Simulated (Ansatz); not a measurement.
A nudged elastic band was laid between two geometries of a periodic cell of 17 atoms, Be16B (surface Be(0001), adsorbate B).

Method: Ansatz 0.2.0, DFT PBE, scalar-relativistic, plane waves, PAW. Settings: cutoff 420 eV, k mesh 4x4x1, fermi-dirac smearing 0.15 eV, no spin polarisation.

```json
{
 "movable images": "5",
 "climbing image": "yes",
 "spring": "5.0 eV/Å²",
 "optimiser": "quadratic models (default)",
 "start path": "IDPP",
 "force threshold": "0.05 eV/Å",
 "iteration limit": "32",
 "end points": "relaxed",
 "atoms held": "1 to 4"
}
```

First end point:

```xyz
17
Lattice="4.5800 0.0000 0.0000 2.2900 3.9664 0.0000 0.0000 0.0000 17.3826" Properties=species:S:1:pos:R:3
Be 0.000 1.322 1.000
Be 2.290 1.322 1.000
Be 1.145 3.305 1.000
Be 3.435 3.305 1.000
Be 0.012 0.007 2.792
Be 2.289 -0.001 2.795
Be 1.143 1.983 2.795
Be 3.443 1.988 2.797
Be -0.026 1.326 4.594
Be 2.265 1.308 4.586
Be 1.188 3.331 4.571
Be 3.425 3.281 4.594
Be 0.204 0.118 6.549
Be 2.397 -0.099 6.290
Be 1.113 2.126 6.289
Be 3.297 1.904 6.539
B 1.788 1.033 7.449
```

Last end point:

Only the atoms that move by more than 0.05 Å are listed.
```
Be9 0.043 1.347 4.571
Be11 1.119 3.309 4.594
Be13 -0.032 0.143 6.289
Be14 2.152 -0.079 6.539
Be15 1.349 2.101 6.549
Be16 3.542 1.885 6.290
B17 2.933 3.017 7.449
```

Q: What changes between the two ends?

A: The atom that moves furthest is B17, by 2.29 Å.

Q: Give the energies along the band, and the barrier.

A: The run converged. The highest image is number 4 of 0 to 6, 0.263 eV above the ends, which have the same energy within 2 meV. The profile has 2 maxima (images 1, 4) with wells between them (image 3): this band takes more than one step, which may be the mechanism or a detour left from its start path. By the program's own check the climbing image is a first-order saddle point (lowest curvatures found: -2.55 and 0.49 eV/Å²). Limits of this set-up: coarse k mesh, thin slab, slab without dipole correction, odd electron count without spin.

```
image  path coordinate (Å)  energy (eV)
    0                 0.00        0.000
    1                 0.53        0.169
    2                 1.06        0.072
    3                 1.59        0.040
    4                 2.12        0.263
    5                 2.54        0.094
    6                 2.95        0.000
```

Q: What is the geometry of the highest image?

A: 
```xyz
17
Lattice="4.5800 0.0000 0.0000 2.2900 3.9664 0.0000 0.0000 0.0000 17.3826" Properties=species:S:1:pos:R:3
Be 0.000 1.322 1.000
Be 2.290 1.322 1.000
Be 1.145 3.305 1.000
Be 3.435 3.305 1.000
Be -0.006 -0.009 2.800
Be 2.293 -0.003 2.797
Be 1.149 1.991 2.800
Be 3.434 1.983 2.782
Be 0.053 1.291 4.583
Be 2.281 1.325 4.567
Be 1.103 3.329 4.647
Be 3.428 3.311 4.568
Be -0.037 -0.013 6.484
Be 2.170 0.068 6.634
Be 1.135 2.029 6.481
Be 3.590 1.895 6.203
B 2.626 2.446 7.535
```

The band took 8 iterations and about 11 core-minutes.

Run time: 11 min on 1 CPU thread of a shared host.
